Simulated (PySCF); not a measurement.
5H-1,4-dioxepine (C5H6O2), SMILES C1=COC=COC1. Coordinates come from a PBE-D3(BJ)/def2-SVP optimisation. Other conformers were not sampled.

The numbers are results of PBE-D3(BJ)/def2-SVP (PySCF), not measurements.

Harmonic wavenumbers (cm⁻¹): 98, 145, 374, 396, 460, 523, 685, 728, 771, 836, 859, 883, 897, 937, 952, 980, 1137, 1153, 1222, 1269, 1328, 1358, 1370, 1387, 1415, 1682, 1712, 2926, 3028, 3112, 3115, 3138, 3160. Rotational constants (GHz): 3.980, 3.388, 1.876; symmetry number 1.

**Question.** Work out the zero-point energy and the ideal-gas rigid-rotor harmonic-oscillator thermochemistry at 298.15 K and 1 atm.

**Answer.** ZPE = ½ Σ hcν = ½ × 44036 cm⁻¹ = 62.95 kcal/mol. H − E(el) = 67.39 kcal/mol. Entropy in cal/(mol K): translation 39.66, rotation 26.94, vibration 11.72, total 78.32. G − E(el) = 44.04 kcal/mol. Cp = 24.65 cal/(mol K). Modes under 150 cm⁻¹ make the vibrational entropy uncertain.
